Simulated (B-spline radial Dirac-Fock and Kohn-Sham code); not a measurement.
The computed values come from an atomic code on a B-spline grid: independent-particle rates on relativistic LDA orbitals of the hole state (multipoles up to L = 3, Coulomb Auger matrix elements, transition energies from Dirac-Fock).

Question: A single inner-shell vacancy in a neutral atom gives this computed emission spectrum. Which element, which hole, and which lines?

```csv
energy (eV),relative intensity
9223.8,51.4
9250.9,100.0
10258.1,6.5
10261.7,12.6
10370.3,0.1
10370.4,0.1
```

Answer: Gallium (Z = 31), hole in K (1s). In order of rising energy the lines are Kα2 (K-L2), Kα1 (K-L3), Kβ3 (K-M2), Kβ1 (K-M3), Kβ2'' (K-N2), Kβ2' (K-N3).
